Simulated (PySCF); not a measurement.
B3LYP has the VWN-RPA correlation part, as in Gaussian. Delta-SCF ions had no search for a lower state. Excitations are Tamm–Dancoff values on a coarser integration grid. The basis has no diffuse functions, so Rydberg states are missing or too high.

# CH₃NOSi, SMILES `N#CO[SiH3]` (charge 0, multiplicity 1)

The numbers are results of PySCF 2.14.0 with B3LYP-D3(BJ)/def2-TZVP, not measurements.

- HOMO = -8.53 eV
- dipole moment = 4.70 D
- HOMO–LUMO gap = 7.31 eV
- LUMO = -1.22 eV
- S1 excitation (TDA) = 6.30 eV
- S1 oscillator strength = 0.003
- T1 excitation (TDA) = 6.06 eV
- S1–T1 gap (TDA) = 0.24 eV
- vertical ionisation energy (Delta-SCF) = 11.21 eV
- total energy = -459.4829 Ha
- cost = around 70 core-seconds (rough)

Bonds (Å): N1–C2 1.155, C2–O3 1.282, O3–Si4 1.701, Si4–H5 1.474, Si4–H6 1.474, Si4–H7 1.470. Bond angles (°): N1–C2–O3 178.5, C2–O3–Si4 125.3, O3–Si4–H5 108.3, O3–Si4–H6 108.3, O3–Si4–H7 103.3, H5–Si4–H6 111.4, H5–Si4–H7 112.6, H6–Si4–H7 112.5.
